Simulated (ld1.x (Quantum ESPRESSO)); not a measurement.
**Reading a pseudo-wave (Re (Z = 75))**

Columns: radius, all-electron u(r) and pseudo u(r) of the 5d shell (level -4.68 eV) of rhenium in the configuration [Xe] 4f14 5d5.5 6s1.5 6p0; PBEsol, scalar-relativistic, TM semilocal scheme, ld1.x (Quantum ESPRESSO) 7.5.

```tsv
r (bohr)	all-electron	pseudo
0.182	0.0871	0.0088
0.365	-0.3395	0.0646
0.548	-0.1381	0.1882
0.730	0.2235	0.3602
0.912	0.5045	0.5360
1.095	0.6715	0.6720
1.277	0.7470	0.7458
1.460	0.7625	0.7634
1.642	0.7423	0.7431
1.825	0.7023	0.7025
2.007	0.6532	0.6532
2.190	0.6005	0.6005
2.372	0.5483	0.5483
2.555	0.4978	0.4978
2.738	0.4504	0.4504
2.920	0.4066	0.4066
3.102	0.3663	0.3663
3.285	0.3293	0.3293
3.468	0.2956	0.2956
3.650	0.2652	0.2652
3.832	0.2377	0.2377
4.015	0.2128	0.2128
4.198	0.1903	0.1903
4.380	0.1702	0.1702
4.562	0.1522	0.1522
4.745	0.1360	0.1360
```

How many radial nodes do the two functions have?

The all-electron 5d function has n − l − 1 = 2; the pseudo-wave has 0, since the states of the same l below it are removed with the core.

At about which radius was the pseudo-wave matched?

2.15 bohr. The columns agree to 0.0005 from 1.82 bohr on; several derivatives are matched, so the curves merge somewhat inside the radius.

Is the pseudo-wave norm-conserving?

Yes: the TM semilocal scheme keeps the norm inside the radius equal to the all-electron one, which fixes the energy derivative of the logarithmic derivative at the level.
